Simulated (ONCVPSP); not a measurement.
How hard is this Ce ONCV potential?

```
Element                 : Ce (Z = 58)
Generator               : ONCVPSP 4.0.1
Type                    : optimised norm-conserving Vanderbilt (ONCV)
Functional              : PBEsol
Relativity              : scalar-relativistic
Frozen core             : [Kr] 4d10
Valence charge          : 12
Reference configuration : 4f1 5s2 5p6 5d1 6s2
Partial waves           : 5s+6s: rc 2.20 bohr, ncon 3, nbas 6, qcut 4.3 1/bohr, 2 projectors; 5p: rc 2.00 bohr, ncon 4, nbas 8, qcut 4.8 1/bohr, 1 projector; 5d: rc 3.50 bohr, ncon 4, nbas 9, qcut 5.4 1/bohr, 2 projectors, debl 3.5 Ha; 4f: rc 1.75 bohr, ncon 3, nbas 7, qcut 10.4 1/bohr, 2 projectors, debl 0.3 Ha
Local potential         : polynomial inside 1.75 bohr (lpopt 3, dvloc0 3 Ha)
Core correction         : none
```

Problem. For each optimised wave give the share of its norm inside rc, the residual kinetic energy above qcut (Ha) and the cutoffs (Ha) for errors of 10, 1, 0.1 and 0.01 mHa per electron.

Solution.

```json
{"wave": "5s", "norm inside rc": "0.909", "residual KE": "1.3e-04", "10 mHa": "5.3", "1 mHa": "7.5", "0.1 mHa": "10.0", "0.01 mHa": "30.4"}
{"wave": "6s", "norm inside rc": "0.051", "residual KE": "9.1e-05", "10 mHa": "2.6", "1 mHa": "7.0", "0.1 mHa": "9.3", "0.01 mHa": "21.3"}
{"wave": "5p", "norm inside rc": "0.699", "residual KE": "5.5e-04", "10 mHa": "4.4", "1 mHa": "10.6", "0.1 mHa": "40.7", "0.01 mHa": "52.3"}
{"wave": "5d", "norm inside rc": "0.724", "residual KE": "3.3e-10", "10 mHa": "4.6", "1 mHa": "6.5", "0.1 mHa": "8.1", "0.01 mHa": "9.6"}
{"wave": "d projector 2", "norm inside rc": "0.215", "residual KE": "1.4e-06", "10 mHa": "7.9", "1 mHa": "10.2", "0.1 mHa": "11.2", "0.01 mHa": "12.2"}
{"wave": "4f", "norm inside rc": "0.869", "residual KE": "1.7e-06", "10 mHa": "37.1", "1 mHa": "42.7", "0.1 mHa": "47.1", "0.01 mHa": "51.1"}
{"wave": "f projector 2", "norm inside rc": "0.003", "residual KE": "9.0e-09", "10 mHa": "16.6", "1 mHa": "28.2", "0.1 mHa": "36.2", "0.01 mHa": "42.2"}
```

The occupied waves need 43 Ha and 47 Ha for 1 and 0.1 mHa. Rows with under 1 % of the norm inside rc give no meaningful cutoff. Its largest configuration-test error is +626 meV.
